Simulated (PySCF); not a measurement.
**Antimony: a sound run and one with changed settings**

Sound run: Sb²⁺ [Kr] 4d10 5s2 5p1, Sb³⁺ [Kr] 4d10 5s2. Calculation: PySCF 2.14, in x2c-SVPall (6s5p3d, 36 functions); the spin-free X2C one-electron Hamiltonian (Gaussian nucleus). In the sound run the correlated levels freeze [Kr] 4d10. The sound run starts from symmetry-adapted Hartree-Fock orbitals and uses a fine grid where one is needed.

Changed run: a valence shell is frozen. This setting is unsound on purpose.

Ionisation energy of Sb²⁺:

```json
{"method": "UHF", "sound run (eV)": "24.103", "changed run (eV)": "24.103"}
{"method": "MP2", "sound run (eV)": "24.210", "changed run (eV)": "24.103"}
{"method": "SCS-MP2", "sound run (eV)": "24.190", "changed run (eV)": "24.103"}
{"method": "CCSD", "sound run (eV)": "24.264", "changed run (eV)": "24.103"}
{"method": "CCSD(T)", "sound run (eV)": "24.272", "changed run (eV)": "24.103"}
{"method": "CCSDT", "sound run (eV)": "n/a", "changed run (eV)": "24.103"}
{"method": "FCI", "sound run (eV)": "n/a", "changed run (eV)": "24.103"}
```

Freezing a valence shell removes pair correlation that changes on ionisation.

For comparison, NIST gives 25.323 eV between the lowest levels.
